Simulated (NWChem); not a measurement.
# Basis-set dependence for Sn (+1)

```
Sn
```
Charge +1, spin multiplicity 2.

Everything below was run with NWChem.

Hartree-Fock energies in Ha, correlation energies in mHa.

Effective core potentials replace the inner electrons of Sn; spin-orbit coupling is left out. The correlated methods keep 4 core orbitals frozen. No SCF solution was tested for a lower state. Open-shell Hartree-Fock references start from PBE0 orbitals. Coupled-cluster values serve here as a point of comparison, not as the truth.

```tsv
basis	functions	UHF	UMP2	SCS-UMP2	CCSD on ROHF	CCSD[T] on ROHF	CCSD(T) on ROHF	CCSD on UHF	CCSD[T] on UHF	CCSD(T) on UHF
def2-SVP	26	-213.08429	-46.3	-48.4	-64.1	-65.4	-65.4	-61.0	-62.3	-62.2
def2-TZVP	50	-213.08803	-250.3	-224.7	-250.9	-256.7	-256.2	-247.7	-253.4	-252.8
def2-QZVP	82	-213.08900	-457.3	-402.2	-430.4	-439.4	-439.3	not run	not run	not run
```

From def2-TZVP to def2-QZVP the Hartree-Fock energy moves by -1.0 mHa and the UMP2 correlation energy by -207.0 mHa, which is 45 % of its value in the larger set.
